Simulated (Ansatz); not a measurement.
A made-up structure of NaInH₂, closed shell:

```xyz
4
angstrom
Na -2.1387 1.0587 -1.3363
In 0.1599 -0.0791 0.0999
H -3.4592 1.2037 -2.7909
H 1.3258 0.8027 1.1040
```

It is relaxed with PBE-D4/def2-SVP and then PBE0-D4/def2-TZVP (Ansatz 0.2.0). Atoms count as bonded within 1.22 times the sum of their covalent radii (H–H: 0.88 Å). The end point is not checked to be a true minimum.

(1) Does its bonding change? (A judgement: the text doesn't fix the answer.)

## Answers

(1) The calculation gives: Yes. Formed: In2–H3; broken: none.

Where it ends: The first stage lowers the energy by 0.25 eV in 11 steps. It ends as NaInH₂ ([H]1[Na][InH]1):
Na1  (-2.888, -0.067, -1.682)
In2  (-0.503, 0.196, -0.119)
H3  (-1.486, 1.459, -1.367)
H4  (0.765, 1.398, 0.244)
(Å)

Labels in which every atom is bracketed show which atoms are joined, not bond orders.

For scale, one of the runs: PBE0-D4/def2-TZVP relaxation, 94 basis functions, launched by `ansatz run in.yaml --threads 2 --pin off --events-out ev --progress --plain --max-ram 4352MiB`. The run took about 39 s on 2 CPU threads of an Intel Xeon Platinum 8488C (shared host).
